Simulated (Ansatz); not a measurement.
Program: Ansatz. Geometries: PBE0-D4/def2-TZVP. ΔE: electronic, gas phase. CCSD(T)/CBS is the MP2 limit (def2-TZVPP, def2-QZVPP) plus CCSD(T) − MP2 in def2-TZVPP, frozen cores. This one scheme is used for every species. DFT in def2-TZVPP. Each species was taken in one conformer, which may not be the lowest.

Reaction (formal hydrolysis of a B–F bond): `OB(F)[SiH3]` + H₂O → `OB(O)[SiH3]` + H–F

```json
{"level": "LDA (SPW92)", "ΔE (kJ/mol)": "22.1"}
{"level": "r2SCANh", "ΔE (kJ/mol)": "28.5"}
{"level": "CAM-B3LYP", "ΔE (kJ/mol)": "28.6"}
{"level": "MP2/def2-QZVPP", "ΔE (kJ/mol)": "21.8"}
```

(1) What does CCSD(T)/CBS give? (Estimate.)

Largest T1 diagnostic among the species: 0.014.

Results:

(1) The calculation gave: +24.0 kJ/mol. The listed levels differ from it by -1.9, 4.5, 4.6, -2.2 kJ/mol.

In def2-TZVPP, CCSD(T) changes the Hartree–Fock value by −8.0 kJ/mol (the triples alone add −1.0 kJ/mol) and MP2 by −10.4 kJ/mol. Leaving LDA and LC-ωPBE aside and taking each functional with its dispersion term where it has one, the values, not all of them listed here, spread over 6.9 kJ/mol, from revPBE-D4 to B97M-V. LDA lies −3.9 kJ/mol from PBE without D4.
